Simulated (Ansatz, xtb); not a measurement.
## C5H3NO3: 3 structures ranked

3 gas-phase structures of C5H3NO3, from a drawn sample of its isomers (lower ones may exist). Each was relaxed with GFN2-xTB; where two conformers were screened, the lower at r2SCAN-D4/def2-SVP is listed:

A. `N#C[C@@H]1C=COC(=O)O1`, a singlet
B. `O=CC(=O)c1cnco1`, a singlet
C. `N#C[C@@H]1OC=COC1=O`, a singlet

Task: Make a reasoned guess at their ranking by r2SCAN-D4/def2-SVP single-point energy.

Result: Calculated order at r2SCAN-D4/def2-SVP: B (0.0), A (5.4), C (16.4) kcal/mol.

Energies above the lowest of each column, in kcal/mol; the last columns are at B3LYP-D3(BJ)/def2-SVP geometries:

```
structure  GFN2-xTB  HF/STO-3G  r2SCAN-D4/def2-SVP  B3LYP-D3(BJ)/def2-SVP  CCSD(T)/def2-SVP + ΔMP2/def2-TZVPP
        B       6.4       14.1                 0.0                    0.0                                 0.8
        A       0.0        0.0                 5.4                    3.3                                 0.0
        C      12.6        7.2                16.4                   13.8                                 9.9
```

CCSD(T)/def2-SVP + ΔMP2/def2-TZVPP has A and B within 1 kcal/mol of each other at the bottom, and every level picks one of them. CCSD(T)/def2-SVP + ΔMP2/def2-TZVPP orders those it was run on as A (0.0), B (0.8), C (9.9) kcal/mol. Less than 1 kcal/mol parts A and B, so the order within that pair means little. Flexible structures stand in one conformer each, not always the lowest. ΔMP2 is the change of the MP2 energy from the smaller to the larger basis.

Programs: Ansatz 0.2.0, xtb 6.7.1.
